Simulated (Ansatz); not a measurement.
Species: C₈H₁₀SSi, SMILES `C=C([SiH3])c1cccc(S)c1` (Si–C–C–C torsion 38°, C–C–S–H torsion 178°) (charge 0, multiplicity 1).

Question: Give a relaxed geometry from B3LYP-D3(BJ)/def2-SVP run with Ansatz (an electronic-structure program).

Answer: This is not unique; one that fits is the end point of this relaxation, one of several conformers (outside a Z-matrix the atoms follow the SMILES, hydrogens last).
Cartesian coordinates (Å) in one orientation:
```xyz
20

C     -1.855    -1.158     1.304
C     -1.498    -0.318     0.314
Si    -2.829     0.330    -0.860
C     -0.083     0.084     0.099
C      0.242     1.386    -0.321
C      1.576     1.755    -0.505
C      2.605     0.839    -0.291
C      2.297    -0.471     0.110
S      3.649    -1.603     0.338
C      0.959    -0.839     0.298
H     -1.124    -1.546     2.023
H     -2.891    -1.478     1.445
H     -2.464     0.032    -2.275
H     -4.122    -0.328    -0.521
H     -2.998     1.809    -0.736
H     -0.549     2.120    -0.482
H      1.819     2.772    -0.820
H      3.646     1.135    -0.443
H      2.907    -2.658     0.740
H      0.711    -1.863     0.581
```
